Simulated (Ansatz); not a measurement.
The same path of AlClGeH₆SSn (11 atoms, charge 0, multiplicity 1) was run twice with different band settings. The coordinate that changes most is the dihedral Cl1–Al2–Sn3–H7.

Level of theory: RKS PBE0-D4/def2-SVP in Ansatz.

Relaxed end points:

```xyz
11
Properties=species:S:1:pos:R:3
Cl -2.545 -2.745 -0.812
Al -1.202 -1.153 -0.492
Sn 0.527 -1.249 1.506
S -1.389 0.486 -1.915
Ge 0.206 1.867 -1.154
H 0.616 0.265 2.309
H 2.105 -1.611 0.940
H 0.087 -2.439 2.658
H -0.303 2.623 0.083
H 0.493 2.833 -2.310
H 1.471 1.065 -0.794
```

```xyz
11
Properties=species:S:1:pos:R:3
Cl -2.092 -2.980 -1.196
Al -1.000 -1.259 -0.661
Sn 0.637 -1.306 1.414
S -1.353 0.467 -1.941
Ge -0.018 1.981 -0.967
H 2.272 -1.406 0.907
H 0.312 -2.642 2.436
H 0.485 0.129 2.343
H -0.698 2.548 0.290
H 0.194 3.078 -2.019
H 1.326 1.333 -0.586
```

Common settings: movable images 5; spring 5.0 eV/Å²; start path through a guess of the saddle point; force threshold 0.05 eV/Å; end points relaxed.

| run | climbing image | optimiser | iteration limit |
| --- | --- | --- | --- |
| 1 | yes | quadratic models (default) | 41 |
| 2 | from the first iteration | fire | 38 |

Question: What does each run give, and how far can it be trusted?

Answer: Run 1: converged after 24 iterations, highest image 0.029 eV above the first end. A vibrational analysis at the climbing image gives one clearly imaginary mode, 78i cm⁻¹, and a faint second one (31i cm⁻¹) that may be numerical noise or a soft torsion: probably a first-order saddle point.
Run 2: converged after 36 iterations, highest image 0.172 eV above the first end. The order of the stationary point at the top wasn't checked. Another band between the same ends, with other settings, climbed to 0.03 eV only, so this may not be the lowest route.
